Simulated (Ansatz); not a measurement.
The first iterations of a band of ClH$_{3}$OSn (6 atoms, charge 0, multiplicity 1).

Computed with Ansatz, RKS PBE-D4/def2-SVP.

```json
{
  "movable images": "7",
  "climbing image": "yes",
  "spring": "5.0 eV/Å²",
  "optimiser": "quadratic models (default)",
  "start path": "through a guess of the saddle point",
  "force threshold": "0.05 eV/Å",
  "iteration limit": "60",
  "end points": "relaxed"
}
```

Initial state:

```xyz
6
Properties=species:S:1:pos:R:3
Sn 0.397 -0.071 0.024
O 0.761 -0.099 1.993
H -0.078 -0.123 2.495
H 1.957 0.101 -0.670
Cl -0.887 1.871 -0.456
H -0.576 -1.414 -0.460
```

Final state:

```xyz
6
Properties=species:S:1:pos:R:3
Sn 0.491 0.415 -1.002
O 1.211 0.018 1.291
H 0.414 0.546 1.578
H 0.957 -0.905 1.494
Cl -1.280 1.448 0.432
H -0.218 -1.257 -0.865
```

| iteration | highest image above the first end (eV) | largest band force component (eV/Å) |
| --- | --- | --- |
| 1 | 5.637 | 33.548 |
| 2 | 2.711 | 3.054 |
| 3 | 1.741 | 2.163 |

Q: Does the band converge within its limit, and where does its top end?

A: The forces met the threshold. It ended after 11 iterations with the highest image 1.621 eV above the first end. Neighbouring images differ by up to 1.7 eV, so the band resolves the path poorly. A vibrational analysis at the climbing image gives one clearly imaginary mode, 1053i cm⁻¹: a first-order saddle point. The orbitals stay closed-shell, which can raise the energy where a bond breaks towards radicals; this wasn't checked here.

The run took 83 s on 2 threads of Arm Neoverse V1, with other jobs on the host, peak memory 0.14 GiB.
